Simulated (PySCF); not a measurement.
Isomers of C3H8BFO, one conformer each; single-point electronic energies without zero-point terms and without any empirical dispersion term.

All values: CAM-B3LYP/def2-SVPD (PySCF, non-relativistic), each on one gas-phase PBE0-D3(BJ)/def2-SVP geometry that isn't relaxed in the solvent. The solvent is an IEF-PCM continuum (Bondi radii, 1.10 Å for H, scaled by 1.2). The model holds no explicit solvent molecules, cavitation or dispersion.

| isomer | relative energy, gas (kJ/mol) | dipole (D) |
| --- | --- | --- |
| `CCB(F)OC` | 0.0 | 0.93 |
| `FC(C)(C)OB` | 204.6 | 2.47 |

How do the relative energies look in chloroform (ε = 4.711)?

```tsv
isomer	relative energy, solvent (kJ/mol)	E(solvent) − E(gas) (kJ/mol)	dipole in solvent (D)
`CCB(F)OC`	0.0	-7.9	1.02
`FC(C)(C)OB`	200.8	-11.6	2.99
```

The order is unchanged. Conformers: `[CH3:1][CH2:2][B:3]([F:4])[O:5][CH3:6]` with C1–C2–B3–F4 -179°, C2–B3–O5–C6 180°; `[BH2:1][O:2][C:3]([CH3:4])([CH3:5])[F:6]` with H–B1–O2–C3 0° and 180°, B1–O2–C3–C4 -65°. `FC(C)(C)OB` gains most from the continuum, and it has the largest gas-phase dipole. The gains span 3.7 kJ/mol, the gas-phase energies 204.6 kJ/mol.
